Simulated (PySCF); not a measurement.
# Cs: electron affinity

Cs⁻ [Xe] 6s2 → Cs [Xe] 6s1 [6s1/2^1, M_J = 1/2], as a difference of total energies. All numbers are calculated (PySCF 2.14, the two-component X2C-1e Hamiltonian, in x2c-TZVPall-2c with one added diffuse shell each of s, p, d type (12s12p10d1f, 105 functions)). Correlated levels: [Kr] 4d10 frozen; the 30 highest virtual spinors dropped. "Screened" scales the spin-orbit matrix elements by Boettger's factors to mimic the two-electron term; Breit and QED terms are absent.

| method | electron affinity (eV) |
| --- | --- |
| GHF (screened spin-orbit) | -0.084 |
| GMP2 (screened spin-orbit) | 0.314 |

Errors of the correlated levels include the incompleteness of this basis and the frozen core.

A negative affinity means that the anion lies above the atom at that level of theory.

For comparison: 0.472 eV (measured; photodetachment measurements, as compiled on the Wikipedia data page of electron affinities).
